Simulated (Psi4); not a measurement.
H3BOS, singlet, geometry from GFN2-xTB.

The Psi4 input:
```
memory 2 GB

molecule mol {
0 1
  B    -0.509257    0.204124   -0.615261
  H    -1.255223   -0.262414   -1.381642
  O    -0.326063    1.516316   -0.638030
  H     0.281041    1.927719   -0.019897
  S     0.317773   -0.924218    0.524294
  H     1.044600   -0.028965    1.193380
}

set basis def2-svpd
set reference rks

energy('pbe0')
print_variables()
```

What does this run give for the nuclear repulsion energy, number of basis functions?


```yaml
nuclear_repulsion_energy: 89.5639 Eh
number_of_basis_functions: 94
```
